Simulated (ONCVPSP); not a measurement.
# lithium ONCV: all-electron and pseudo phase curves

```
Element                 : lithium (Li)
Generator               : ONCVPSP 4.0.1
Type                    : optimised norm-conserving Vanderbilt (ONCV)
Functional              : PBE
Relativity              : fully relativistic
Frozen core             : [He]
Valence charge          : 1
Reference configuration : 2s0.75 (charge +0.25)
Partial waves           : 2s: rc 2.55 bohr, ncon 5, nbas 9, qcut 2.9 1/bohr, 2 projectors, debl 0.4 Ha; p scattering state at 0.06 Ha: rc 2.80 bohr, ncon 5, nbas 8, qcut 3.4 1/bohr, 3 projectors, debl 2.8 Ha; d scattering state at 0.33 Ha: rc 2.15 bohr, ncon 4, nbas 7, qcut 5.1 1/bohr, 1 projector
Local potential         : polynomial inside 1.85 bohr (lpopt 5, dvloc0 0 Ha)
Core correction         : Teter function, fcfact 3.75, rcfact 1.25
```

Open shells are filled in proportion to 2j + 1.

In the p channel the program set the typed energies aside and used 0.050, 2.850, 5.650 Ha (j = l + 1/2; the other j can differ).

The phase is arctan(r·R′/R) of the radial function R(r), unwrapped; energies in Ha, scanned from -2 to 5 Ha. A pole is an energy at which the radial function vanishes at the test radius. The pseudo phase is shifted by a multiple of π to meet the all-electron one at the reference energy, and phase errors are pseudo minus all-electron; the curves can meet again beyond the range given. Levels narrower than the energy grid can be missing from the lists of poles. n/a: not evaluated, since a narrow level or a reset projector energy made the automatic matching unsafe.

```json
{"channel": "s", "radius (bohr)": "2.58", "reference energy (Ha)": "-0.15", "poles, all-electron": "0.80, 4.08", "poles, pseudo": "0.79, 1.98", "unbroken range about the reference energy with phases within 0.05 rad": "n/a", "phase error 1 Ha above the reference energy (rad)": "n/a"}
{"channel": "p3/2", "radius (bohr)": "2.84", "reference energy (Ha)": "0.05", "poles, all-electron": "0.48, 2.57", "poles, pseudo": "-0.00, 1.02, 2.60", "unbroken range about the reference energy with phases within 0.05 rad": "0.0 to 0.1", "phase error 1 Ha above the reference energy (rad)": "+0.653"}
{"channel": "p1/2", "radius (bohr)": "2.84", "reference energy (Ha)": "0.05", "poles, all-electron": "0.48, 2.57", "poles, pseudo": "0.55, 2.58", "unbroken range about the reference energy with phases within 0.05 rad": "below 0.6", "phase error 1 Ha above the reference energy (rad)": "+0.344"}
{"channel": "d5/2", "radius (bohr)": "2.19", "reference energy (Ha)": "0.33", "poles, all-electron": "2.62", "poles, pseudo": "2.58", "unbroken range about the reference energy with phases within 0.05 rad": "below 3.6", "phase error 1 Ha above the reference energy (rad)": "-0.002"}
{"channel": "d3/2", "radius (bohr)": "2.19", "reference energy (Ha)": "0.33", "poles, all-electron": "2.62", "poles, pseudo": "2.58", "unbroken range about the reference energy with phases within 0.05 rad": "below 3.6", "phase error 1 Ha above the reference energy (rad)": "-0.002"}
```

Note: ghosts flagged at negative energy: p1/2 at -318.1 eV (a further GHOST(-) flag falls on a real empty level of the atom); GHOST(+) flagged for s at 50.4 eV. A true bound ghost makes a file unfit for plane-wave use.

Phases in the p3/2 channel:

| E (Ha) | all-electron | pseudo |
| --- | --- | --- |
| -1.98 | 1.346 | 4.471 |
| -1.62 | 1.314 | 4.429 |
| -1.26 | 1.264 | 4.359 |
| -0.90 | 1.175 | 4.219 |
| -0.54 | 0.956 | 3.815 |
| -0.18 | -0.029 | 2.563 |
| 0.18 | -1.286 | -1.221 |
| 0.54 | -1.611 | -1.435 |
| 0.90 | -1.918 | -1.542 |
| 1.26 | -3.470 | -1.633 |
| 1.62 | -4.411 | -1.814 |
| 1.98 | -4.587 | -4.260 |
| 2.34 | -4.671 | -4.646 |
| 2.70 | -4.734 | -4.732 |
| 3.06 | -4.800 | -4.798 |
| 3.42 | -4.908 | -4.886 |
| 3.78 | -5.269 | -5.109 |
| 4.14 | -7.167 | -6.669 |
| 4.50 | -7.621 | -7.570 |
| 4.86 | -7.732 | -7.721 |
